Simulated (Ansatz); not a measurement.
The same path of GeH4 + H2Sb (8 atoms, charge 0, multiplicity 2) was run twice with different band settings.

Method: UKS B3LYP-D4/def2-SVP in Ansatz 0.2.0.

Relaxed end points:

```xyz
8
Properties=species:S:1:pos:R:3
H -0.302 -0.463 -0.067
Sb -2.194 1.720 -1.139
Ge 0.876 -1.217 0.583
H -1.452 2.426 0.253
H -0.726 1.935 -2.025
H 0.700 -1.217 2.113
H 2.197 -0.515 0.215
H 0.901 -2.668 0.066
```

```xyz
8
Properties=species:S:1:pos:R:3
H -0.602 -1.261 -0.392
Sb -1.919 2.003 -0.916
Ge 0.681 -1.145 0.452
H -0.985 1.889 0.534
H -0.489 1.843 -1.871
H 0.311 -0.704 1.881
H 1.619 -0.107 -0.188
H 1.384 -2.517 0.500
```

Common settings: movable images 9; climbing image yes; spring 5.0 eV/Å²; start path through a guess of the saddle point; force threshold 0.05 eV/Å; end points relaxed.

| run | optimiser | iteration limit | largest step |
| --- | --- | --- | --- |
| 1 | quadratic models (default) | 48 | default |
| 2 | lbfgs | 51 | 0.02 Å |

What does each run give, and how far can it be trusted?

Run 1: converged after 15 iterations, highest image 0.000 eV above the first end. The highest image is an end point: on this band no image between the ends rises above it.
Run 2: converged after 39 iterations, highest image 0.005 eV above the first end. The top lies less than 8 meV above the higher end, about what the thresholds resolve: that end is a shoulder or a very shallow well. The order of the stationary point at the top wasn't checked.
